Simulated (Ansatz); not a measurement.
Ansatz (a quantum-chemistry and plane-wave program) input:
A basis named .json is the Basis Set Exchange file of that set.

Ansatz 0.2 input:
```yaml
crystal:
  periodic: [false, false, false]
  atoms:
    - {symbol: Si, position_ang: [0.76901608, 0.36018962, -0.46845476]}
    - {symbol: C, position_ang: [1.72770363, -1.17299966, -0.18116137]}
    - {symbol: Cl, position_ang: [0.82902798, 1.44318186, 1.31195879]}
    - {symbol: N, position_ang: [-0.83075079, -0.00406655, -0.96674995]}
    - {symbol: Si, position_ang: [-1.92286992, -1.18145186, -0.30543443]}
    - {symbol: H, position_ang: [1.35655431, 1.25235526, -1.48916264]}
    - {symbol: H, position_ang: [1.59745636, -2.05649096, -0.79613285]}
    - {symbol: H, position_ang: [2.48468855, -1.25051414, 0.58948367]}
    - {symbol: H, position_ang: [-1.24398439, 0.68347450, -1.58350280]}
    - {symbol: H, position_ang: [-1.12770669, -2.05949898, 0.57870243]}
    - {symbol: H, position_ang: [-2.54025334, -1.98434424, -1.38796600]}
    - {symbol: H, position_ang: [-3.01724275, -0.55493780, 0.47394505]}
basis:
  gaussian:
    orbitals: aug-cc-pV_D+d_Z.json
magnetization: {spin_polarized: true, initial_magnetization: 1}
correlation: {method: ccsd_t, electrons: outside_noble_gas}
output: {forces: true}
```

What final total energy does it print?

-1134.61387 Eh (CCSD(T)/aug-cc-pV(D+d)Z). The basis has 205 functions.

It need not be the lowest isomer of its formula.
